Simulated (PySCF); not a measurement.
PySCF job for Cd(NH2)(SeH) (CdH₃NSe), SMILES [NH2][Cd][SeH], TDDFT-PBE/def2-SVPD. Geometry optimised at B3LYP-D3(BJ)/def2-SVP. The structure was generated by enumeration; whether it is a known compound was not checked. The def2 effective core potentials stand for the cores of Cd; spin–orbit coupling is left out. The values are those of a single conformer.

```python
import numpy as np
from pyscf import gto, scf, dft, tdscf

mol = gto.M(
    atom='''
    Cd   -0.01474157   -0.73409960    0.00000000
    N     0.14239193   -2.75663559   -0.00000000
    H    -0.28701097   -3.19352826   -0.81755491
    H    -0.28701098   -3.19352826    0.81755489
    Se    0.05031298    1.73857137   -0.00000000
    H    -1.42576775    1.80886006   -0.00000001
    ''',
    basis='def2-SVPD',
    ecp={'Cd': 'def2-svp'},
    charge=0,
    spin=0,
    symmetry=True,
    max_memory=1600,
    verbose=4,
)
mf = dft.RKS(mol, xc='pbe').density_fit(auxbasis='def2-universal-jkfit')
mf.grids.level = 3
mf.conv_tol = 1e-9
mf.max_cycle = 100
mf.kernel()
mf.grids = dft.Grids(mol).set(level=1).build(with_non0tab=True)  # coarser grid for the response kernel
td = tdscf.TDDFT(mf)
td.singlet = True
td.nstates = 10
td.conv_tol = 1e-4
td.positive_eig_threshold = 1e-6
td.kernel(x0=td.get_init_guess(mf, 15))
td.analyze()
tt = tdscf.TDA(mf)
tt.singlet = False
tt.nstates = 4
tt.conv_tol = 1e-4
tt.positive_eig_threshold = 1e-6
tt.kernel(x0=tt.get_init_guess(mf, 9))
tt.analyze(verbose=3)
```

Log of the run:

```
PySCF version 2.14.0

[INPUT] verbose = 4
[INPUT] num. atoms = 6
[INPUT] num. electrons = 64
[INPUT] charge = 0
[INPUT] spin (= nelec alpha-beta = 2S) = 0
[INPUT] symmetry True subgroup None
[INPUT] Mole.unit = angstrom
[INPUT] Symbol           X                Y                Z      unit          X                Y                Z       unit  Magmom
[INPUT]  1 Cd    -0.014741570000  -0.734099600000   0.000000000000 AA   -0.027857529946  -1.387247192153   0.000000000000 Bohr   0.0
[INPUT]  2 N      0.142391930000  -2.756635590000   0.000000000000 AA    0.269081750048  -5.209286290329   0.000000000000 Bohr   0.0
[INPUT]  3 H     -0.287010970000  -3.193528260000  -0.817554910000 AA   -0.542372128046  -6.034893782459  -1.544954871693 Bohr   0.0
[INPUT]  4 H     -0.287010980000  -3.193528260000   0.817554890000 AA   -0.542372146943  -6.034893782459   1.544954833899 Bohr   0.0
[INPUT]  5 Se     0.050312980000   1.738571370000   0.000000000000 AA    0.095077752711   3.285423737310   0.000000000000 Bohr   0.0
[INPUT]  6 H     -1.425767750000   1.808860060000  -0.000000010000 AA   -2.694310564737   3.418250111064  -0.000000018897 Bohr   0.0

nuclear repulsion = 249.672660831997
point group symmetry = Cs
symmetry origin: [-4.72431531e-09  3.90269506e-09 -6.16215042e-10]
symmetry axis x: [1.00000000e+00 7.79877285e-10 1.07554208e-08]
symmetry axis y: [ 7.79877288e-10 -1.00000000e+00 -2.24242835e-10]
symmetry axis z: [-1.07554208e-08 -2.24242861e-10  1.00000000e+00]
num. orbitals of irrep A' = 79
num. orbitals of irrep A" = 40
number of shells = 47
number of NR pGTOs = 203
number of NR cGTOs = 119
basis = def2-SVPD
ecp = {'Cd': 'def2-svp'}


[settings echo left out]
init E= -2610.30497310048
HOMO (A") = -0.612241192762111  LUMO (A') = -0.556407143191493  gap/eV = 1.51932
cycle= 1 E= -2622.82918672407  delta_E= -12.5  |g|= 2.76  |ddm|= 7.41
HOMO (A') = 0.0189725437829773  LUMO (A') = 0.0445709673067134  gap/eV = 0.69657
cycle= 2 E= -2568.97051647487  delta_E= 53.9  |g|= 7.77  |ddm|= 25.4
HOMO (A") = -0.210219823442982  LUMO (A') = -0.20308316492671  gap/eV = 0.19420
cycle= 3 E= -2624.13541312473  delta_E= -55.2  |g|= 1.69  |ddm|= 25.4
HOMO (A') = -0.154668026655038  LUMO (A') = -0.118658344265209  gap/eV = 0.97987
cycle= 4 E= -2622.93634977763  delta_E=  1.2  |g|= 2.52  |ddm|= 3.61
HOMO (A") = -0.2303014527844  LUMO (A') = -0.083378490931449  gap/eV = 3.99798
cycle= 5 E= -2625.01715378288  delta_E= -2.08  |g|= 0.597  |ddm|=  3.6
HOMO (A") = -0.154961999476938  LUMO (A') = -0.0653083626352878  gap/eV = 2.43960
cycle= 6 E= -2625.04068034777  delta_E= -0.0235  |g|= 0.434  |ddm|= 1.51
HOMO (A") = -0.218866326406748  LUMO (A') = -0.0821261452649128  gap/eV = 3.72089
cycle= 7 E= -2625.11188482529  delta_E= -0.0712  |g|= 0.142  |ddm|= 0.799
HOMO (A") = -0.209999022117871  LUMO (A') = -0.0750648950163774  gap/eV = 3.67174
cycle= 8 E= -2625.11536138625  delta_E= -0.00348  |g|= 0.0244  |ddm|= 0.187
HOMO (A") = -0.210483187200627  LUMO (A') = -0.0741298105005036  gap/eV = 3.71036
cycle= 9 E= -2625.11545147419  delta_E= -9.01e-05  |g|= 0.0137  |ddm|= 0.044
HOMO (A") = -0.210602784747325  LUMO (A') = -0.0743628116046331  gap/eV = 3.70728
cycle= 10 E= -2625.1155124839  delta_E= -6.1e-05  |g|= 0.00232  |ddm|= 0.0187
HOMO (A") = -0.210789968535393  LUMO (A') = -0.074398866830154  gap/eV = 3.71139
cycle= 11 E= -2625.11551406141  delta_E= -1.58e-06  |g|= 0.00032  |ddm|= 0.00304
HOMO (A") = -0.210797451112178  LUMO (A') = -0.0744010750983425  gap/eV = 3.71153
cycle= 12 E= -2625.11551408253  delta_E= -2.11e-08  |g|= 0.000126  |ddm|= 0.000436
HOMO (A") = -0.21079684469753  LUMO (A') = -0.0744001728690861  gap/eV = 3.71154
cycle= 13 E= -2625.11551408702  delta_E= -4.49e-09  |g|= 1.88e-05  |ddm|= 0.000193
HOMO (A") = -0.210796646104034  LUMO (A') = -0.0743989320999962  gap/eV = 3.71157
cycle= 14 E= -2625.11551408713  delta_E= -1.02e-10  |g|= 8.21e-06  |ddm|= 3.57e-05
HOMO (A") = -0.210795819935611  LUMO (A') = -0.0743994176341649  gap/eV = 3.71154
Extra cycle  E= -2625.11551408707  delta_E= 5.09e-11  |g|= 1.64e-05  |ddm|= 3.09e-05
converged SCF energy = -2625.11551408707
tot grids = 28080
Overwritten attributes  positive_eig_threshold  of <class 'pyscf.tdscf.rks.CasidaTDDFT'>


******** <class 'pyscf.tdscf.rks.CasidaTDDFT'> for <class 'pyscf.df.df_jk.DFSymAdaptedRKS'> ********
nstates = 10 singlet
deg_eia_thresh = 1.000e-03
wfnsym = None
conv_tol = 0.0001
eigh lindep = 1e-12
eigh level_shift = 0
eigh max_cycle = 100


Excitation energies (eV)
[3.84570108 4.11289583 4.72632554 4.85464901 4.99026588 5.02033476
 5.39425961 5.40845762 6.13617366 6.16386176]

** Singlet excitation energies and oscillator strengths **
Excited State   1:   A"      3.84570 eV    322.40 nm  f=0.0200
      32 -> 33       -0.70606
Excited State   2:   A'      4.11290 eV    301.45 nm  f=0.0547
      31 -> 33       -0.67172
      31 -> 34       -0.18828
Excited State   3:   A"      4.72633 eV    262.33 nm  f=0.0034
      32 -> 34        0.70180
Excited State   4:   A"      4.85465 eV    255.39 nm  f=0.0032
      31 -> 35       -0.70645
Excited State   5:   A'      4.99027 eV    248.45 nm  f=0.0042
      30 -> 33       -0.24049
      31 -> 34       -0.12311
      32 -> 35       -0.64725
Excited State   6:   A'      5.02033 eV    246.96 nm  f=0.0327
      30 -> 33        0.14970
      31 -> 33        0.15325
      31 -> 34       -0.63372
      31 -> 36       -0.17267
Excited State   7:   A'      5.39426 eV    229.84 nm  f=0.0022
      31 -> 34        0.15858
      31 -> 36       -0.68104
Excited State   8:   A"      5.40846 eV    229.24 nm  f=0.0165
      32 -> 36       -0.70199
Excited State   9:   A"      6.13617 eV    202.05 nm  f=0.0091
      32 -> 37        0.70262
Excited State  10:   A'      6.16386 eV    201.15 nm  f=0.2021
      30 -> 33       -0.41811
      30 -> 36       -0.10614
      31 -> 37       -0.51104
      32 -> 35        0.15199

** Transition electric dipole moments (AU) **
state          X           Y           Z        Dip. S.      Osc.
  1        -0.0000     -0.0000     -0.4606      0.2121      0.0200
  2        -0.3677      0.6386     -0.0000      0.5430      0.0547
  3         0.0000     -0.0000      0.1707      0.0291      0.0034
  4         0.0000      0.0000      0.1643      0.0270      0.0032
  5        -0.0561      0.1756      0.0000      0.0340      0.0042
  6         0.2892     -0.4265     -0.0000      0.2655      0.0327
  7        -0.0501      0.1202     -0.0000      0.0170      0.0022
  8         0.0000     -0.0000     -0.3526      0.1243      0.0165
  9         0.0000      0.0000      0.2454      0.0602      0.0091
 10         0.2285     -1.1339     -0.0000      1.3380      0.2021

WARN: ECP detected. Skipping calculation of transition velocity and magnetic dipole moments, which have not yet been implemented.

Overwritten attributes  positive_eig_threshold  of <class 'pyscf.tdscf.rks.TDA'>


******** <class 'pyscf.tdscf.rks.TDA'> for <class 'pyscf.df.df_jk.DFSymAdaptedRKS'> ********
nstates = 4 triplet
deg_eia_thresh = 1.000e-03
wfnsym = None
conv_tol = 0.0001
eigh lindep = 1e-12
eigh level_shift = 0
eigh max_cycle = 100


Excitation energies (eV)
[3.4502615  3.55296767 4.53849102 4.54547691]

** Triplet excitation energies and oscillator strengths **
Excited State   1:   A'      3.45026 eV    359.35 nm  f=0.0000
Excited State   2:   A"      3.55297 eV    348.96 nm  f=0.0000
Excited State   3:   A'      4.53849 eV    273.18 nm  f=0.0000
Excited State   4:   A"      4.54548 eV    272.76 nm  f=0.0000
```

The run converged.

Cost: about 28 core-seconds (a rough figure).
